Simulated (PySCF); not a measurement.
PySCF 2.14 output of an unrestricted revPBE calculation on a single atom or ion in aug-cc-pVTZ-DK (6s5p3d2f, 50 functions), with scalar relativity by spin-free X2C-1e:

```
SCF conv_tol = 1e-09
number electrons alpha = 9  beta = 7
    Y. Zhang and W. Yang.,  Phys. Rev. Lett. 80, 890 (1998)
    J. P. Perdew, K. Burke, and M. Ernzerhof.,  Phys. Rev. Lett. 77, 3865 (1996)
    J. P. Perdew, K. Burke, and M. Ernzerhof.,  Phys. Rev. Lett. 78, 1396 (1997)
cycle= 1 E= -460.565623807435  delta_E= -0.00969  |g|= 0.0248  |ddm|= 0.253
cycle= 2 E= -460.565841762052  delta_E= -0.000218  |g|= 0.00948  |ddm|= 0.0652
cycle= 3 E= -460.565884367409  delta_E= -4.26e-05  |g|= 0.00331  |ddm|= 0.0187
cycle= 4 E= -460.565887556738  delta_E= -3.19e-06  |g|= 0.000157  |ddm|= 0.00319
cycle= 5 E= -460.565887571754  delta_E= -1.5e-08  |g|= 5.31e-06  |ddm|= 0.000351
cycle= 6 E= -460.565887571771  delta_E= -1.68e-11  |g|= 5.94e-07  |ddm|= 9.69e-06
converged SCF energy = -460.565887571771  <S^2> = 2.0032401  2S+1 = 3.0021593
```

The run itself started from symmetry-adapted Hartree-Fock orbitals and held the occupation by maximum overlap, on a logarithmic radial grid, so the iterations belong to that start.

**Question.** Which element, charge and spin multiplicity is this?

**Answer.** Cl⁺ (chlorine, charge +1), multiplicity 3; the state was [Ne] 3s1 3p5, high-spin 3P determinant (an excited configuration).
